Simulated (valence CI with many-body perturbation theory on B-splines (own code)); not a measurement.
## Level structure of Cs XXIII

Computed by configuration interaction combined with many-body perturbation theory (CI+MBPT): five valence electrons over a frozen Dirac-Fock core [Ar] 3d10, a basis of 11 s, 11 p, 10 d, 8 f, 5 g, 2 h functions for each j, with the one-electron correlation potential Σ1 (screened to all orders), the two-electron term Σ2, the three-electron term Σ3, Breit, model QED; selected single and double excitations, second order for the rest, scaled by the run's own slope (own B-spline code, finite nucleus).

No measured spectrum was set against this ion. As an estimate, levels hold to about 250 cm⁻¹ or 0.2 % of their energy and the worst to 1 %, as in measured heavy ions of charge 2 to 7; those with d or f electrons hold less well. Among the levels kept, up to 2100 cm⁻¹ of a level comes from second order outside the variational space, and about a tenth of that is noise between levels of different J, which matters for small intervals.

Levels 46 to 90 of 167, with energies above the lowest level, (4s^2 4p1/2^2 4p3/2) J=3/2. "Leading %" is the weight of the configuration and term that name the level; weights of strongly mixed levels are sums over their largest components and can fall short. In the jj column 3d3/2^4 stands for four electrons in 3d with j = 3/2.

```csv
No.,Configuration,Term,J,E (cm⁻¹),Leading %,g,Second component,Leading jj
46,4s 4p3 4d,6D°,7/2,1232900,57,1.460,15 % 4s 4p3 4d 4D°,4s 4p1/2^2 4p3/2 4d3/2 (49 %)
47,4s 4p3 4d,6D°,9/2,1251700,68,1.472,25 % 4s 4p3 4d 4F°,4s 4p1/2^2 4p3/2 4d5/2 (75 %)
48,4s 4p3 4d,4F°,3/2,1278300,45,0.821,19 % 4s 4p3 4d 4D°,4s 4p1/2^2 4p3/2 4d3/2 (45 %)
49,4s 4p3 4d,4D°,5/2,1291800,38,1.345,18 % 4s 4p3 4d 6D°,4s 4p1/2^2 4p3/2 4d5/2 (65 %)
50,4s 4p3 4d,4G°,5/2,1324200,49,0.793,12 % 4s 4p3 4d 2F°,4s 4p1/2^2 4p3/2 4d3/2 (72 %)
51,4p5,2P°,1/2,1328600,50,0.618,28 % 4s 4p3 4d 2P°,4p1/2 4p3/2^4 (50 %)
52,4s 4p3 4d,4D°,7/2,1331000,29,1.278,20 % 4s 4p3 4d 6D°,4s 4p1/2^2 4p3/2 4d3/2 (33 %)
53,4s 4p3 4d,4D°,1/2,1345100,45,0.447,11 % 4s 4p3 4d 2P°,4s 4p1/2^2 4p3/2 4d3/2 (53 %)
54,4s 4p3 4d,4D°,3/2,1347600,54,1.045,21 % 4s 4p3 4d 4F°,4s 4p1/2 4p3/2^2 4d3/2 (69 %)
55,4s 4p3 4d,4D°,1/2,1351400,56,0.960,11 % 4s 4p3 4d 4P°,4s 4p1/2 4p3/2^2 4d3/2 (45 %)
56,4s 4p3 4d,4G°,7/2,1355000,30,1.169,22 % 4s 4p3 4d 4D°,4s 4p1/2^2 4p3/2 4d5/2 (60 %)
57,4s 4p3 4d,4F°,5/2,1355600,56,1.177,24 % 4s 4p3 4d 4D°,4s 4p1/2 4p3/2^2 4d3/2 (70 %)
58,4s 4p3 4d,4F°,7/2,1369400,70,1.275,11 % 4s 4p3 4d 6D°,4s 4p1/2 4p3/2^2 4d3/2 (44 %)
59,4s 4p3 4d,4D°,1/2,1377300,35,1.260,21 % 4s 4p3 4d 2S°,4s 4p1/2 4p3/2^2 4d3/2 (36 %)
60,4s 4p3 4d,4G°,9/2,1387900,63,1.259,18 % 4s 4p3 4d 6D°,4s 4p1/2 4p3/2^2 4d5/2 (59 %)
61,4s 4p3 4d,4D°,3/2,1392300,54,1.316,13 % 4s 4p3 4d 4P°,4s 4p1/2^2 4p3/2 4d5/2 (61 %)
62,4s 4p3 4d,2F°,5/2,1395400,23,1.145,14 % 4s 4p3 4d 2D°,4s 4p1/2^2 4p3/2 4d5/2 (45 %)
63,4s 4p3 4d,4D°,7/2,1396600,36,1.160,34 % 4s 4p3 4d 2G°,4s 4p1/2 4p3/2^2 4d5/2 (38 %)
64,4s 4p3 4d,2D°,3/2,1401000,24,1.320,15 % 4s 4p3 4d 4P°,4s 4p1/2^2 4p3/2 4d3/2 (31 %)
65,4s 4p3 4d,4F°,9/2,1402900,83,1.317,8 % 4s 4p3 4d 2G°,4s 4p1/2 4p3/2^2 4d5/2 (64 %)
66,4s 4p3 4d,4G°,11/2,1427800,95,1.271,,4s 4p1/2 4p3/2^2 4d5/2 (95 %)
67,4s 4p3 4d,2G°,9/2,1432800,64,1.165,10 % 4s 4p3 4d 4G°,4s 4p1/2 4p3/2^2 4d5/2 (44 %)
68,4s 4p3 4d,4D°,1/2,1447200,36,0.930,23 % 4s 4p3 4d 2P°,4s 4p1/2 4p3/2^2 4d5/2 (31 %)
69,4s 4p3 4d,4P°,5/2,1450500,50,1.424,8 % 4s 4p3 4d 4D°,4s 4p1/2 4p3/2^2 4d5/2 (36 %)
70,4s 4p3 4d,4F°,3/2,1453200,55,0.622,26 % 4s 4p3 4d 2D°,4s 4p1/2 4p3/2^2 4d3/2 (76 %)
71,4s 4p3 4d,2G°,7/2,1454100,29,1.121,21 % 4s 4p3 4d 4G°,4s 4p1/2 4p3/2^2 4d3/2 (50 %)
72,4s 4p3 4d,4F°,5/2,1457300,31,0.955,14 % 4s 4p3 4d 4G°,4s 4p1/2 4p3/2^2 4d3/2 (70 %)
73,4s 4p3 4d,4S°,3/2,1462900,26,1.413,10 % 4s 4p3 4d 4D°,4s 4p1/2 4p3/2^2 4d3/2 (48 %)
74,4s 4p3 4d,2S°,1/2,1463400,41,1.858,28 % 4s 4p3 4d 4P°,4s 4p1/2 4p3/2^2 4d5/2 (70 %)
75,4s 4p3 4d,2D°,3/2,1474900,27,0.966,20 % 4s 4p3 4d 4F°,4s 4p1/2 4p3/2^2 4d3/2 (62 %)
76,4s 4p3 4d,4D°,5/2,1476400,56,1.333,12 % 4s 4p3 4d 4P°,4s 4p1/2 4p3/2^2 4d5/2 (60 %)
77,4s 4p3 4d,2D°,5/2,1486200,34,1.282,28 % 4s 4p3 4d 4P°,4s 4p1/2 4p3/2^2 4d3/2 (39 %)
78,4s 4p3 4d,4P°,3/2,1487700,44,1.333,17 % 4s 4p3 4d 2D°,4s 4p1/2 4p3/2^2 4d5/2 (47 %)
79,4s 4p3 4d,4D°,7/2,1488100,35,1.220,18 % 4s 4p3 4d 2G°,4s 4p1/2 4p3/2^2 4d3/2 (58 %)
80,4s 4p3 4d,4D°,7/2,1492500,42,1.220,20 % 4s 4p3 4d 2G°,4s 4p1/2 4p3/2^2 4d5/2 (80 %)
81,4s 4p3 4d,4D°,5/2,1500800,20,1.212,20 % 4s 4p3 4d 4P°,4s 4p1/2 4p3/2^2 4d5/2 (56 %)
82,4s 4p3 4d,2G°,9/2,1502400,53,1.164,13 % 4s 4p3 4d 4F°,4s 4p1/2 4p3/2^2 4d5/2 (67 %)
83,4s 4p3 4d,2F°,7/2,1505800,57,1.169,15 % 4s 4p3 4d 4D°,4s 4p1/2 4p3/2^2 4d5/2 (62 %)
84,4s 4p3 4d,4S°,3/2,1506700,36,1.596,27 % 4s 4p3 4d 2P°,4s 4p1/2 4p3/2^2 4d5/2 (71 %)
85,4s 4p3 4d,2D°,5/2,1509700,39,1.199,16 % 4s 4p3 4d 4D°,4s 4p1/2 4p3/2^2 4d5/2 (66 %)
86,4s 4p3 4d,2P°,1/2,1514500,41,1.152,21 % 4s 4p3 4d 4P°,4s 4p1/2 4p3/2^2 4d3/2 (68 %)
87,4s 4p3 4d,2D°,3/2,1529200,27,1.113,19 % 4s 4p3 4d 4D°,4s 4p1/2 4p3/2^2 4d5/2 (54 %)
88,4s 4p3 4d,2F°,7/2,1532300,29,1.164,18 % 4s 4p3 4d 2G°,4s 4p1/2 4p3/2^2 4d5/2 (43 %)
89,4s 4p3 4d,4D°,7/2,1537100,35,1.242,18 % 4s 4p3 4d 2F°,4s 4p1/2 4p3/2^2 4d5/2 (61 %)
90,4s 4p3 4d,4D°,5/2,1538100,20,1.220,15 % 4s 4p3 4d 4P°,4s 4p1/2 4p3/2^2 4d5/2 (34 %)
```

Where two levels of one J and parity lie close, their mixing, g and order are uncertain.
